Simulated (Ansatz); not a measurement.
Total energies of `[O][SiH](O)O` radical.

Cartesian coordinates in Å:
```
O 0.062 1.373 1.221
Si 0.313 0.111 0.176
O 0.032 -1.378 0.758
O -0.627 0.267 -1.152
H 1.773 0.282 -0.019
H -0.786 -1.809 0.505
H -0.768 1.154 -1.489
```

Total charge 0; spin multiplicity 2. All single points use the PBE0-D4/def2-TZVP geometry. It is one conformer, not always the lowest. Basis def2-TZVPP, Ansatz 0.2.0.

RPA on PBE orbitals: Hartree–Fock energy of these orbitals -515.42156 Eh, correlation -1.25734 Eh (frozen core).

| functional | kind | energy without D4 (Eh) | D4 term (kJ/mol) |
| --- | --- | --- | --- |
| LDA (SPW92) | LDA | -514.36177 | – |
| revPBE | GGA | -517.00626 | -36.7 |
| r2SCAN | meta-GGA | -517.01775 | -2.6 |
| r2SCANh | meta-GGA hybrid, 10 % | -517.00271 | -2.7 |
| r2SCAN0 | meta-GGA hybrid, 25 % | -516.98153 | -3.0 |
| HSE06 (plane-wave form) | screened hybrid | -516.76891 | -8.6 |
| LC-ωPBE | long-range corrected hybrid | -516.92470 | – |
| ωB97M-V | range-separated hybrid meta-GGA with VV10 | -517.06626 | – |
| B2PLYP | double hybrid | -516.88905 | – |
| PBE-QIDH | double hybrid | -516.67283 | – |

(1) Give the same for PBE, BLYP, B97M-V, PBE0, B3LYP, BHLYP, CAM-B3LYP, ωB97X-V. (Estimate.)

B3LYP takes the VWN-RPA correlation (the form of Gaussian; ORCA's B3LYP/G). HSE06 is the plane-wave form, built on full-range PBE exchange. The double hybrids freeze the cores in their second-order part.

## Answers

(1) Computed: 
```
functional                                  kind  energy without D4 (Eh)  D4 term (kJ/mol)
       PBE                                   GGA              -516.75700             -11.2
      BLYP                                   GGA              -517.11470             -25.4
    B97M-V                    meta-GGA with VV10              -517.00605                 –
      PBE0    global hybrid, 25 % exact exchange              -516.78530              -9.3
     B3LYP                   global hybrid, 20 %              -517.17175             -18.2
     BHLYP                   global hybrid, 50 %              -517.05074             -13.3
 CAM-B3LYP                range-separated hybrid              -517.09111              -9.3
   ωB97X-V  range-separated hybrid GGA with VV10              -517.02285                 –
```

LC-ωPBE has ω = 0.4 bohr⁻¹.
